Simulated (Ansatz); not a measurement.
Two isomers of C3H7FGe: A = `C[C]1(F)[CH2][GeH2]1`, B = `C=[C](C)[GeH2][F]`.

Gas-phase electronic energies from Ansatz, PBE0-D4/def2-TZVP geometries. CCSD(T)/CBS is the MP2 limit (def2-TZVPP, def2-QZVPP) plus CCSD(T) − MP2 in def2-TZVPP, frozen cores. Functionals use def2-TZVPP. B3LYP here is the variant with VWN-RPA as its local correlation; programs differ in this. For Ge outer-core shells are correlated without core-valence functions, which leaves a few kJ/mol of doubt a bond. Scalar relativity is left out up to krypton. Each species was taken in one conformer, which may not be the lowest.

A:

```xyz
12

C    -0.252    1.138   -1.039
C    -0.461    0.268    0.159
F    -1.576    0.663    0.865
C     0.722   -0.055    1.040
Ge   -0.008   -1.642    0.150
H    -0.062    2.170   -0.723
H    -1.129    1.124   -1.687
H     0.608    0.794   -1.617
H     1.683    0.363    0.757
H     0.516   -0.004    2.104
H     0.745   -2.216   -1.045
H    -0.786   -2.604    1.035
```

B:

```xyz
12

C     1.2659    0.9228    0.2638
C     0.1131    0.2762    0.1307
C    -1.1882    0.7875    0.6626
Ge    0.1177   -1.4222   -0.8044
F     1.7693   -1.7036   -1.2963
H     1.3173    1.8792    0.7807
H     2.1944    0.5273   -0.1333
H    -1.9203    0.9267   -0.1397
H    -1.6329    0.0853    1.3754
H    -1.0573    1.7463    1.1703
H    -0.2654   -2.6147    0.0892
H    -0.7136   -1.4108   -2.0991
```

Question: Which is lower in electronic energy at CCSD(T)/CBS, and by how much? (Estimate.)

Answer: Computed: B, by 44.1 kcal/mol.

Question: Give E(B) − E(A) in kcal/mol with MP2/def2-TZVPP, B2PLYP, B3LYP-D4, ωB97M-V, B3LYP, PBE-D4, CCSD(T)/def2-TZVPP. (Estimate.)

Answer: Ansatz gave: MP2/def2-TZVPP -45.3, B2PLYP -46.5, B3LYP-D4 -46.1, ωB97M-V -43.6, B3LYP -46.1, PBE-D4 -39.2, CCSD(T)/def2-TZVPP -45.6. None reverses the order clearly.

Largest T1 diagnostic: 0.011.

In def2-TZVPP, CCSD(T) changes the Hartree–Fock value by +9.9 kcal/mol (the triples alone add +1.0 kcal/mol) and MP2 by +10.1 kcal/mol. From PBE to PBE0 (25 % exact exchange), in def2-TZVPP and without D4, E(B) − E(A) moves by −1.2 kcal/mol.
